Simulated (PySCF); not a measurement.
**Fractional electron number in Re (rhenium, neutral)**

The 6s beta orbital of [Xe] 4f14 5d5 6s2 is emptied in steps (occupation f), with all orbitals relaxed, ending at [Xe] 4f14 5d5 6s1. Computed with PySCF 2.14 in def2-SVP with the def2 core potential (60 electrons) (6s3p2d1f, 32 functions), with a scalar-relativistic core potential. The exact energy is a straight line in f; departures are measured from the line between the end points of the same method.

```tsv
f	BHandHLYP (eV)	CAM-B3LYP (eV)
1	0.000	0.000
0.8	-0.252	-0.202
0.6	-0.382	-0.309
0.4	-0.388	-0.316
0.2	-0.262	-0.216
0	0.000	0.000
```

```tsv
method	E(f=0) − E(f=1) (eV)	−ε at f=1 (eV)	−ε at f=0.4 (eV)
BHandHLYP	7.613	6.059	7.907
CAM-B3LYP	7.859	6.614	8.085
```

Orbital energy along the path (eV):

| f | BHandHLYP | CAM-B3LYP |
| --- | --- | --- |
| 1 | -6.059 | -6.614 |
| 0.8 | -6.654 | -7.083 |
| 0.6 | -7.268 | -7.571 |
| 0.4 | -7.907 | -8.085 |
| 0.2 | -8.581 | -8.639 |
| 0 | -9.208 | -9.244 |

Reference removal energy between the ground levels: 7.834 eV (measured; NIST Atomic Spectra Database, ionization energies).
